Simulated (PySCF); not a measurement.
# BF₃: umbrella–stretch map

Computed with PySCF, wB97X, basis B def2-TZVP, F def2-TZVP (no relativity, density fitting).

Rigid scan from the singlet minimum (B–F 1.316 Å (×3); F–B–F 120.0° (×3)). Coordinate: rows: all bonds scaled; columns: angle to the threefold axis. Energies in kJ/mol from the minimum.

```tsv
scale \ angle	60	66	72	78	84	90
0.95	585.9	353.7	?	109.0	56.4	39.4
0.98	495.2	288.9	?	69.0	21.3	5.8
1.00	456.1	265.0	?	?	14.6	?
1.03	423.7	252.5	139.1	66.0	24.8	11.4
1.07	419.5	270.4	170.3	105.1	68.1	56.1
```

Problem. Fill in the five missing cells, row by row.

Solution. 203.6, 154.5, 139.6, 59.5, 0.0.

The bond scale of lowest energy on the grid is 1.07 (edge) at 60°, 1.03 at 66°, 1.03 at 72°, 1.00 at 78°, 1.00 at 84°, 1.00 at 90°.
